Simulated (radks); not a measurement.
Q: All-electron atom: Ta XXXIX in [Ar] 3d10 4s2 4p5. Calculated with a radial shooting solver on a logarithmic mesh with Libxc functionals: Dirac Kohn-Sham, LB94 model potential, spin-unpolarised, spherical densities, finite nucleus; open shells fill j = l - 1/2 first; Fermi nuclear charge, rms radius 5.3507 fm.

Spin-orbit splittings of the eigenvalues, e(l+1/2) - e(l-1/2), with zeta = 2 splitting/(2l+1) and mean radii in bohr:

shell  occ.  splitting (eV)  zeta (eV)  <r> j=l-1/2  <r> j=l+1/2
2p        6            1282      854.7      0.06466      0.07248
3p        6           282.9      188.6       0.1915       0.2052
3d       10               ?          ?       0.1792       0.1834
4p        5           89.32      59.55       0.4070       0.4280
4d        0           19.47      7.790       0.4160       0.4220

Estimate the 3d splitting.

A: 62.47 eV (zeta = 24.99 eV).
